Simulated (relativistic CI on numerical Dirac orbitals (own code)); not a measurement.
**Charge states of praseodymium**

These numbers are calculated, not measured: Dirac-Coulomb-Breit CI, separate exchange-only KLI orbitals for each configuration, model QED, valence Slater integrals scaled by 0.9 (own radial code, finite nucleus).

Each species is treated in one configuration, given outside its closed core. Radial values are for the open shell of highest l, unscaled and averaged over j; ζ includes the Breit term. Labels give the leading LS character, summed over repeated terms.

| Ion | Configuration | Its lowest level | LS weight (%) | Next level | E (cm⁻¹) | ⟨r⟩ (bohr) | ⟨r²⟩ (bohr²) | g_J | g√(J(J+1)) |
| --- | --- | --- | --- | --- | --- | --- | --- | --- | --- |
| Pr48+ | 3s | 2S_1/2 | 100 |  |  | 0.2416 | 0.06657 | 1.991 | 1.72 |
| Pr49+ | 2s2 2p6 | 1S_0 | 100 |  |  |  |  |  | 0.00 |
| Pr50+ | 2s2 2p5 | 2P°_3/2 | 100 | 2P°_1/2 | 4.0136e+06 | 0.08754 | 0.009317 | 1.312 | 2.54 |
| Pr51+ | 2s2 2p4 | 3P_2 | 69 | 1S_0 | 338680 | 0.08688 | 0.00917 | 1.325 | 3.24 |
| Pr52+ | 2s2 2p3 | J = 3/2 (mixed) | 47 | 4S°_3/2 | 3.9302e+06 | 0.08623 | 0.009026 | 1.340 | 2.60 |
| Pr53+ | 2s2 2p2 | ? | ? | ? | ? | ? | ? | ? | ? |
| Pr54+ | 2s2 2p | 2P°_1/2 | 100 | 2P°_3/2 | 4.3024e+06 | 0.08498 | 0.008756 | 0.635 | 0.55 |
| Pr55+ | 2s2 | 1S_0 | 100 |  |  |  |  |  | 0.00 |
| Pr56+ | 2s | 2S_1/2 | 100 |  |  | 0.09677 | 0.01105 | 1.971 | 1.71 |
| Pr57+ | 1s2 | 1S_0 | 100 |  |  |  |  |  | 0.00 |

**Question.** Fill in the row of Pr53+.

**Answer.** Its lowest level 3P_0; LS weight (%) 70; Next level 3P_1; E (cm⁻¹) 4.0311e+06; ⟨r⟩ (bohr) 0.08559; ⟨r²⟩ (bohr²) 0.008888; g√(J(J+1)) 0.00.
